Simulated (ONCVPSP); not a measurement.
Ga (Z = 31), ONCV: configuration errors across variants

```
Element                 : gallium (Ga)
Generator               : ONCVPSP 4.0.1
Type                    : optimised norm-conserving Vanderbilt (ONCV)
Functional              : Wu-Cohen
Relativity              : fully relativistic
Frozen core             : [Ne] 3s2
Valence charge          : 19
Reference configuration : 3p6 3d10 4s2 4p1
Partial waves           : 4s: rc 1.60 bohr, ncon 4, nbas 7, qcut 4.3 1/bohr, 2 projectors, debl 1.4 Ha; 3p+4p: rc 1.20 bohr, ncon 4, nbas 7, qcut 14.4 1/bohr, 3 projectors, debl 2.5 Ha; 3d: rc 0.70 bohr, ncon 4, nbas 7, qcut 13.2 1/bohr, 2 projectors, debl 1 Ha
Local potential         : polynomial inside 0.50 bohr (lpopt 5, dvloc0 2 Ha)
Core correction         : polynomial model core, fcfact 0.65
```

Open shells are filled in proportion to 2j + 1.

All-electron excitation energies from the reference (eV): (1) 3p6 3d10 4s2 4p0 5.682; (2) 3p6 3d10 4s1 4p0 26.865; (3) 3p6 3d10 4s1 4p1 13.126.

A true bound ghost makes a file unfit for plane-wave use even where its test errors are small: the radial tests pick states by their node count and pass the ghost by.

Errors AE − PS in meV (a dash: test not solved or not reliable):

| change | (1) | (2) | (3) | bound ghosts | GHOST(+) flags above zero |
| --- | --- | --- | --- | --- | --- |
| base | +0.6 | -7.0 | -7.1 | s | none |
| local potential polynomial inside 0.55 bohr (lpopt 5, dvloc0 0 Ha) | +0.6 | -7.0 | -7.1 | s | s, d5/2, d3/2 |
| core correction polynomial model core, fcfact 0.75 | +0.6 | -7.0 | -7.1 | s | none |
| all radii but the core radius scaled by about 1.31 (s 2.10, p 1.56, d 0.92 bohr); local potential polynomial inside 0.66 bohr (lpopt 5, dvloc0 2 Ha) | +0.2 | -7.4 | -7.2 | s | none |
| local potential polynomial inside 0.50 bohr (lpopt 5, dvloc0 -2.5 Ha) | +0.6 | -6.9 | -7.1 | s | s |
| d: rc 0.88 | +0.6 | -6.3 | -6.7 | s | none |

Task: Give the same row for: d: rc 0.78.

Result: +0.6, -6.7, -6.9; bound ghosts: s; GHOST(+) flags above zero: d5/2, d3/2.
